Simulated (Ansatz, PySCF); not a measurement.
Gas-phase reaction (SMILES): C[SiH](C)C + 3 [H][H] (H2) → 3 C (CH4) + [SiH4] (SiH4); energy of full hydrogenation.

Structures are relaxed separately at B3LYP-D3(BJ)/def2-TZVP in Ansatz (an electronic-structure program). Valence correlation only, unless marked. Spin-orbit coupling is left out. No relativistic terms. CBS(X,Y): correlation extrapolated as X^-3; Hartree-Fock from the larger set. Thermal terms are rigid-rotor harmonic-oscillator values from B3LYP-D3(BJ) frequencies (Ansatz or PySCF) at 298.15 K and 1 atm. 1 Eh = 627.5095 kcal/mol.

```tsv
species	E, CCSD(T)/CBS(cc-pV(T+d)Z,cc-pV(Q+d)Z) (Ansatz) (Eh)	E, wB97M-V/def2-TZVPD (Ansatz) (Eh)	H - E (Eh)
C[SiH](C)C	-409.27984	-409.80657	0.12691
[H][H] (H2)	-1.17450	-1.16077	0.01336
C (CH4)	-40.45816	-40.49098	0.04840
[SiH4] (SiH4)	-291.45815	-291.84546	0.03520
```

Work out ΔE and ΔH at 298.15 K at the first level, then ΔH at the second.


1. ΔE = [3×(-40.45816) + (-291.45815)] - [(-409.27984) + 3×(-1.17450)] = -0.02929 Eh = -18.4 kcal/mol at CCSD(T)/CBS(cc-pV(T+d)Z,cc-pV(Q+d)Z).
2. The terms H - E add up to 0.01341 Eh, so ΔH = (-0.02929 + (0.01341))×627.5095 = -10.0 kcal/mol.
3. At wB97M-V/def2-TZVPD the same steps give ΔE = -18.5 and ΔH = -10.1 kcal/mol, a shift of -0.1 from the first level.
4. These values are not checked against measurement here, since the tables used lack a sound gas-phase enthalpy of formation for at least one species.
